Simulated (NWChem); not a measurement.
System: BeNH3; SMILES [BeH][NH2]

Here is an NWChem input.

```
start job
memory heap 200 mb stack 900 mb global 1100 mb
geometry units angstroms noautosym nocenter noautoz
  Be    -0.000907    -0.940849     0.000000
  H     -0.003787    -2.272433     0.000000
  N     -0.000206     0.561485     0.000000
  H     -0.000252     1.147939    -0.825982
  H     -0.000252     1.147939     0.825982
end
basis spherical
  * library 6-31g*
end
dft
  xc b3lyp
  iterations 150
end
property
  shielding 4 1 2 3 4
end
task dft property
```

Excerpt of the output:

```
             Northwest Computational Chemistry Package (NWChem) 7.3.0
             --------------------------------------------------------

                             Geometry "geometry" -> ""
                             -------------------------

 Output coordinates in angstroms (scale by  1.889725989 to convert to a.u.)

  No.       Tag          Charge          X              Y              Z
 ---- ---------------- ---------- -------------- -------------- --------------
    1 Be                   4.0000    -0.00090700    -0.94084900     0.00000000
    2 H                    1.0000    -0.00378700    -2.27243300     0.00000000
    3 N                    7.0000    -0.00020600     0.56148500     0.00000000
    4 H                    1.0000    -0.00025200     1.14793900    -0.82598200
    5 H                    1.0000    -0.00025200     1.14793900     0.82598200

 Effective nuclear repulsion energy (a.u.)      22.5785769171

                              NWChem Property Module
                              ----------------------

  itol2e modified to match energy
  convergence criterion.

                                 NWChem DFT Module
                                 -----------------

 Summary of "ao basis" -> "ao basis" (spherical)
 ------------------------------------------------------------------------------
       Tag                 Description            Shells   Functions and Types
 ---------------- ------------------------------  ------  ---------------------
 Be                          6-31g*                  6       14   3s2p1d
 H                           6-31g*                  2        2   2s
 N                           6-31g*                  6       14   3s2p1d

  itol2e modified to match energy
  convergence criterion.

            General Information
            -------------------
          SCF calculation type: DFT
          Wavefunction type:  closed shell.
          No. of atoms     :     5
          No. of electrons :    14
           Alpha electrons :     7
            Beta electrons :     7
          Charge           :     0
          Spin multiplicity:     1
          Use of symmetry is: off; symmetry adaption is: off
          Maximum number of iterations: 150
          AO basis - number of functions:    34
                     number of shells:    18
          Convergence on energy requested:  1.00D-07
          Convergence on density requested:  1.00D-05
          Convergence on gradient requested:  5.00D-04

[...]

          -----------------------------------------
          Chemical Shielding Tensors (GIAO, in ppm)
          -----------------------------------------

                                NWChem CPHF Module
                                ------------------

  scftype          =     RHF
  nclosed          =        7
  nopen            =        0
  variables        =      189
  # of vectors     =        3
  tolerance        = 0.10D-03
  level shift      = 0.00D+00
  max iterations   =       50
  max subspace     =       30

 SCF residual:    6.6499157999927276E-006

Iterative solution of linear equations
  No. of variables      189
  No. of equations        3
  Maximum subspace       30
        Iterations       50
       Convergence  1.0D-04

   iter   nsub   residual    time
   ----  ------  --------  ---------
     1      3    4.17D-01       4.9
     2      6    1.08D-02       5.6
     3      9    5.35D-04       6.3
     4     12    2.65D-05       7.0

      Atom:    1  Be
        Diamagnetic
    150.6282     -0.0016     -0.0000
     -0.0016    157.4963     -0.0000
     -0.0000     -0.0000    153.9954

        Paramagnetic
    -74.6477      0.0728      0.0000
      0.0728    -11.2061     -0.0000
      0.0000     -0.0000    -76.7476

        Total Shielding Tensor
     75.9805      0.0712      0.0000
      0.0712    146.2903     -0.0000
      0.0000     -0.0000     77.2478

           isotropic =      99.8395
          anisotropy =      69.6762

          Principal Components and Axis System
                 1           2           3
              146.2903     77.2478     75.9804

      1         0.0010      0.0000      1.0000
      2         1.0000      0.0000     -0.0010
      3        -0.0000      1.0000     -0.0000

      Atom:    2  H
        Diamagnetic
     26.3379      0.0132     -0.0000
      0.0132     32.8291      0.0000
     -0.0000      0.0000     27.1515

        Paramagnetic
     -0.3638     -0.0066      0.0000
     -0.0066     -1.2633     -0.0000
      0.0000     -0.0000     -0.8583

        Total Shielding Tensor
     25.9741      0.0066     -0.0000
      0.0066     31.5659     -0.0000
     -0.0000     -0.0000     26.2932

           isotropic =      27.9444
          anisotropy =       5.4322

          Principal Components and Axis System
                 1           2           3
               31.5659     26.2932     25.9741

      1         0.0012     -0.0000      1.0000
      2         1.0000      0.0000     -0.0012
      3        -0.0000      1.0000      0.0000

      Atom:    3  N
        Diamagnetic
    293.3878     -0.0008     -0.0000
     -0.0008    329.4864      0.0000
     -0.0000      0.0000    312.3155

        Paramagnetic
    -63.2086      0.0357      0.0000
      0.0357    -51.8703     -0.0000
      0.0000     -0.0000   -140.5469

        Total Shielding Tensor
    230.1792      0.0349     -0.0000
      0.0349    277.6161     -0.0000
     -0.0000     -0.0000    171.7686

           isotropic =     226.5213
          anisotropy =      76.6423

          Principal Components and Axis System
                 1           2           3
              277.6162    230.1792    171.7686

      1         0.0007      1.0000      0.0000
      2         1.0000     -0.0007      0.0000
      3        -0.0000     -0.0000      1.0000

      Atom:    4  H
        Diamagnetic
     20.0495     -0.0016      0.0005
     -0.0016     31.6781     -9.8283
      0.0005     -9.8283     33.9832

        Paramagnetic
      6.7703      0.0015      0.0001
      0.0015      1.2190      3.9675
      0.0001      3.9675      0.5481

[...]
```

Level: B3LYP/6-31G* (spherical d), GIAO. Coordinates come from a B3LYP/6-31G* (spherical d) optimisation. The printed shielding anisotropy is the first printed principal value minus the mean of the other two.
